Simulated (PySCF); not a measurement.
**³¹P chemical shifts**

PySCF 2.14.0 with density-fitted response routines calculation with shieldings: GIAO PBE0/pcSseg-1 and geometry: GFN2-xTB; a single conformation, no solvent model, non-relativistic Hamiltonian, equivalent nuclei averaged.

Shieldings were converted by a linear fit to measured shifts: ³¹P: δ = 270.09 − 0.828σ (rms 18.1 ppm, 64 shifts vs H3PO4, solution or neat liquid). Occasional misses reach two or three times the rms, and more in compound classes unlike the fitted ones.

Q: Give the ³¹P shifts of `C=[P@](C)(CC)c1ccco1`, `C#C[P@]1(=O)CC[C@@H](C)CC1`.

A: 
| compound | environment | δ (ppm) |
| --- | --- | --- |
| C=[P@](C)(CC)c1ccco1 | phosphorus bonded to 4 C | -4.5 |
| C#C[P@]1(=O)CC[C@@H](C)CC1 | phosphorus bonded to 3 C, O, in a 6-membered ring | -11.1 |

Q: Order these by ³¹P shift, lowest first.
A. C[Si](C)(C)C/P=C/F
B. FC1CCP([SiH3])CC1
C. CC[P@@](C)(=O)CSC
D. C=C[P@@](=O)(C#CC)C(C)C
E. CC(C)/C(F)=P\C[SiH3]

A: B (-97.0 ppm, phosphorus bonded to 2 C, Si, in a 6-membered ring), D (-3.3 ppm, phosphorus bonded to 3 C, O), C (22.7 ppm, phosphorus bonded to 3 C, O), E (140.8 ppm, phosphorus bonded to 2 C), A (169.4 ppm, phosphorus bonded to 2 C).
